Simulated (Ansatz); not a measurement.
Consider the atomization: `[SiH3][Te]`• → 3 H• + Si• + Te•.

Computed with Ansatz on PBE0-D4/def2-TZVP structures; ΔE is electronic, products minus reactants. CCSD(T)/CBS adds triple-zeta CCSD(T) − MP2 to the extrapolated MP2 energy (def2 sets, frozen cores). This one scheme is used for every species, atoms too. Functionals use def2-TZVPP. No spin–orbit coupling; open shells (•) take unrestricted orbitals. Spin–orbit coupling would lower the free atoms: a little for Si; strongly for Te. Elements past krypton have def2 core potentials. For Te outer-core shells are correlated without core-valence functions, so the limit isn't a true one: a few kJ/mol of doubt a bond, and 10 to 20 or more in all where bonds break to atoms.

`[SiH3][Te]`•:

Cartesian coordinates in Å:
```
Si -0.026 0.136 0.147
Te 0.544 -1.462 -1.668
H 0.220 1.540 -0.266
H 0.740 -0.151 1.386
H -1.478 -0.062 0.401
```

CCSD(T)/CBS gives +1238.3 kJ/mol.

(1) Another level gave +1206.5 kJ/mol. Which?
A. r2SCAN0/def2-TZVPP
B. CCSD/def2-TZVPP
C. PBE0/def2-TZVPP
D. ωB97M-V/def2-TZVPP

Largest T1 diagnostic among the species: 0.012.

Results:

(1) C. PBE0 1206.5, ωB97M-V 1226.9, r2SCAN0 1220.4, CCSD/def2-TZVPP 1184.2 kJ/mol.

At CCSD(T), def2-SVP lies −109.0 kJ/mol from the extrapolated value and def2-TZVPP −41.6 kJ/mol: correlation converges slowly with the basis, and small sets miss more of it in the bonded molecule than in its fragments. Leaving LDA and LC-ωPBE aside and taking each functional with its dispersion term where it has one, the values, not all of them listed here, spread over 46.9 kJ/mol, from revPBE-D4 to ωB97X-V. LDA lies +154.1 kJ/mol from PBE without D4, its usual overbinding. From BLYP to BHLYP (50 % exact exchange), in def2-TZVPP and without D4, ΔE moves by +9.9 kJ/mol.

For atomizations the MP2-based limit and the directly extrapolated one differ by several kJ/mol either way, and by 10 to 25 for some Ge, Se and Sn compounds, so smaller differences from it don't rank the levels.
